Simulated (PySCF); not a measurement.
# A small calculation by hand: refractive index and permittivity of the vapour

VOCl₂, SMILES [O]=[V]([Cl])[Cl] (connectivity only; charge and spin as stated), neutral, multiplicity 2.

The structure is a stationary point at ωB97X-D3(BJ)/def2-SVP. The spin state was assumed, not searched.

PBE/def2-TZVPD (PySCF) gives a mean static polarisability of 67.5 bohr³ and a dipole moment of 0.27 D. Take an ideal gas at 298.15 K and 0.1 bar, whether or not the substance is that volatile.

Work out n − 1 in the optical limit and the static ε − 1.


Polarisability volume α' = 67.5 × 0.148185 = 10.00 Å³. Number density N = p/kT = 2.43e-6 Å⁻³.
Dilute limit of Lorentz–Lorenz: n − 1 = 2π N α' = 0.00015.
Orientation term of Debye: μ²/(3kT) = 8.098 Å³ × μ²(D²) = 0.59 Å³.
ε − 1 = 4π N (α' + μ²/3kT) = 0.00032. Orientation of the dipole supplies 6 % of the static response; it can't follow optical fields. Vibrational polarisation and dispersion are left out.
